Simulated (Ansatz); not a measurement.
FH₅N₃Nb (`[NH]=[Nb]([NH2])([NH2])[F]`), relaxed with RKS PBE-D4/def2-SVP in the Gaussian-basis code of Ansatz from a rough embedded geometry. The force threshold is 0.03 eV/Å; the program also tests the step.

Charge 0, multiplicity 1. Nb takes the def2 core potential.

Start:

```xyz
10

N     0.681    0.514   -1.825
Nb   -0.081   -0.505   -0.472
N    -1.990    0.272   -0.056
N     1.173   -0.368    1.321
F    -0.264   -2.416   -1.015
H     1.624    0.987   -1.728
H    -2.286   -0.131    0.895
H    -1.824    1.317    0.197
H     2.127   -0.157    0.909
H     0.840    0.488    1.775
```

Question: How much energy does the relaxation release, and in how many steps? (Estimate.)

Answer: Computed: 42.07 kcal/mol, in 12 steps, 1 of them rejected.

Question: Which bonds change most? (Best estimate.)

Answer: Ansatz gave: Nb2–N4 from 2.192 to 1.987 Å; Nb2–N3 from 2.103 to 1.987 Å; N1–Nb2 from 1.858 to 1.765 Å; Nb2–F5 from 1.995 to 1.911 Å.

Question: Give the relaxed structure. (An estimate is asked.)

Answer: The calculation gave: 
```xyz
10

N     0.760    0.577   -1.586
Nb    0.025   -0.420   -0.328
N    -1.728    0.434    0.051
N     1.264   -0.284    1.219
F    -0.238   -2.259   -0.775
H     1.185    0.938   -2.445
H    -2.352    0.126    0.808
H    -2.102    1.293   -0.360
H     2.116    0.282    1.272
H     1.070   -0.688    2.144
```
